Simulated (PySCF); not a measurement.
Method: PBE-D3(BJ)/def2-TZVP // B3LYP-D3(BJ)/def2-TZVP (PySCF 2.14.0). Gas-phase values, no solvent. One relaxed conformer stands for a flexible species; it need not be the lowest. Excitations are Tamm–Dancoff values on a coarser integration grid. The basis has no diffuse functions, so Rydberg states are missing or too high.

Reference species (SMILES): `[H]/N=C(/C)N` (neutral, multiplicity 1).

```yaml
S1–T1 gap (TDA): 0.78 eV
S1 oscillator strength: 0.009
HOMO–LUMO gap: 5.47 eV
```

Changed species: `C=C(N)N`.

Give the shifts of the S1–T1 gap (TDA), S1 oscillator strength and HOMO–LUMO gap.

the S1–T1 gap (TDA) drops by 0.26 eV, to 0.52 eV; the S1 oscillator strength hardly moves; the HOMO–LUMO gap falls by 0.74 eV, to 4.73 eV.
